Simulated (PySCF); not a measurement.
Molecular orbitals of PbO

r²SCAN at R = 1.903 Å; basis Pb x2c-TZVPPall, O x2c-TZVPPall; spin-free X2C with a Gaussian nucleus; PySCF 2.14. State: singlet, closed shell. Only the outer orbitals are listed, counted within each symmetry.

```json
{"orbital": "15σ", "occ.": "2", "ε (eV)": "-20.53", "on Pb (%)": "58", "main shells (%)": "52 Pb d, 42 O s"}
{"orbital": "16σ", "occ.": "2", "ε (eV)": "-12.20", "on Pb (%)": "84", "main shells (%)": "82 Pb s, 10 O p"}
{"orbital": "9π", "occ.": "2", "ε (eV)": "-6.46", "on Pb (%)": "21", "main shells (%)": "78 O p, 19 Pb p"}
{"orbital": "9π", "occ.": "2", "ε (eV)": "-6.46", "on Pb (%)": "21", "main shells (%)": "78 O p, 19 Pb p"}
{"orbital": "17σ", "occ.": "2", "ε (eV)": "-6.38", "on Pb (%)": "34", "main shells (%)": "65 O p, 22 Pb p, 10 Pb s"}
{"orbital": "10π", "occ.": "0", "ε (eV)": "-2.71", "on Pb (%)": "84", "main shells (%)": "81 Pb p, 16 O p"}
{"orbital": "10π", "occ.": "0", "ε (eV)": "-2.71", "on Pb (%)": "84", "main shells (%)": "81 Pb p, 16 O p"}
{"orbital": "18σ", "occ.": "0", "ε (eV)": "0.34", "on Pb (%)": "98", "main shells (%)": "84 Pb p, 11 O p"}
```

Problem. Which are the highest filled and the lowest empty level, where do they sit, and how wide is the gap?

Solution. Highest filled 17σ at -6.38 eV (in %: 65 O p, 22 Pb p, 10 Pb s); lowest empty 10π at -2.71 eV (in %: 81 Pb p, 16 O p); the gap at r²SCAN is 3.67 eV.

```
bond order (Mayer)                              : 2.02
⟨S²⟩                                            : 0.000
charge on Pb (Mulliken, basis-dependent)        : 0.63
charge on Pb (Löwdin, basis-dependent)          : 0.54
dipole moment (positive dipole means Pb(−)O(+)) : -4.37 D
```

These are scalar-relativistic numbers at best; spin–orbit coupling would shift them, the dissociation energy most.
